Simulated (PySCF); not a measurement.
A calculated (B2PLYP, PySCF 2.14, aug-cc-pV(T+d)Z, no relativity, point nucleus) atom or ion has these occupied shells.

```
shell  electrons  orbital energy (eV)  rms radius, mean of both spins (bohr)
 1s α          1              -2817.1                                  0.106
 1s β          1              -2816.3                                  0.106
 2s α          1              -285.75                                  0.484
 2s β          1              -284.65                                  0.484
 2p α          3              -221.54                                  0.453
 2p β          3              -220.64                                  0.453
 3s α          1              -39.546                                   1.59
 3p α          3              -24.349                                   1.85
 3p β          2              -20.824                                   1.85
```

(1) Name the element and its charge.

Answers

(1) Cl+ (chlorine, charge +1), in [Ne] 3s1 3p5, high-spin 3P determinant (an excited configuration).
